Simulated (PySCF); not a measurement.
Radial density of Cd³⁺ (cadmium, charge +3)

TPSSh, [Kr] 4d9, 2D determinant. All numbers are calculated (PySCF 2.14, scalar relativity by spin-free X2C-1e, in ANO-RCC-VTZP (7s6p4d2f1g, 68 functions)).

| r (bohr) | 4πr²ρ (e/bohr) | 4πr²(ρα − ρβ) |
| --- | --- | --- |
| 0.0263 | 59.71 | 0.0000 |
| 0.0442 | 52.78 | 0.0021 |
| 0.0744 | 72.23 | 0.0222 |
| 0.125 | 68.50 | 0.1219 |
| 0.211 | 55.11 | 0.2577 |
| 0.354 | 53.57 | 0.0488 |
| 0.596 | 17.84 | 0.3382 |
| 1.00 | 18.42 | 1.0017 |
| 1.69 | 4.094 | 0.3424 |
| 2.83 | 0.1945 | 0.0160 |
| 4.77 | 0.0007739 | 0.0000 |

Densities and radii are taken from the X2C orbitals without a picture-change correction, which distorts them close to the nucleus.
